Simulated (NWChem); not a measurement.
**Correlation energy of H2As**

SMILES: [AsH2]
```xyz
3

As     0.0000     0.0000    -0.0614
H     -1.0888     0.0000     1.0131
H      1.0888     0.0000     1.0131
```
Charge 0, spin multiplicity 2.

All runs are NWChem calculations. All single points use one geometry, from UPBE0/def2-SVP, a minimum by its harmonic frequencies.

Basis set: def2-TZVP. Each correlation energy counts from its own Hartree-Fock reference.

The Hamiltonian is non-relativistic. The correlated methods keep 9 core orbitals frozen. The structure started from a generated list of species. The unpaired electrons of the parent sit in orbitals of symmetry b2 (C2v labels of the run); other states weren't searched. The stability of the SCF solutions was not checked. Open-shell Hartree-Fock references start from PBE0 orbitals. Coupled-cluster values serve here as a point of comparison, not as the truth.

For the correlation energy, UMP2 gives -246.4 mHa and SCS-UMP2 gives -235.8 mHa. What do CCSD on UHF, CCSD[T] on UHF, CCSD(T) on UHF give?

CCSD on UHF: -263.1 mHa; CCSD[T] on UHF: -271.8 mHa; CCSD(T) on UHF: -271.2 mHa.
